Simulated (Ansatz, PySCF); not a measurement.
Br2GaHO. Atoms are numbered in the order given.

```xyz
5

Ga     0.5588     0.0066     0.0000
Br    -0.5640    -1.9701     0.0000
Br    -0.5406     1.9792     0.0000
O      2.3258     0.0392     0.0000
H      2.7293    -0.8365     0.0000
```

The structure is a stationary point at PBE0-D3(BJ)/def2-SVP. The structure was generated by enumeration; whether it is a known compound was not checked. Other conformers were not sampled.

Vertical ionisation energy (IE) and electron affinity (EA) in eV. Rows of orbital energies are one-electron estimates. Where ΔSCF, EOM or ADC give a negative EA the extra electron is unbound and the value depends on the basis.

```tsv
level	IE	EA
−ε(HOMO), −ε(LUMO), M06-2X/def2-TZVP (PySCF)	9.95	0.89
−ε(HOMO), −ε(LUMO), PBE/def2-TZVP (PySCF)	(withheld)	(withheld)
ΔSCF, PBE/def2-SVPD (Ansatz), final states of multiplicity 2 and 2	10.34	0.59
```

Problem. Fill in the missing entries. (Estimate from the structure and the level; the computed values follow.)

Solution. 
- −ε(HOMO), −ε(LUMO), PBE/def2-TZVP (PySCF), IE: 7.41
- −ε(HOMO), −ε(LUMO), PBE/def2-TZVP (PySCF), EA: 2.68

Problem. What vertical singlet–triplet gap does ΔSCF give with PBE/def2-SVPD (Ansatz, an electronic-structure program)? (The exact figures need the calculation; the answer reports its results.)

Solution. 4.70 eV (triplet above singlet where positive).
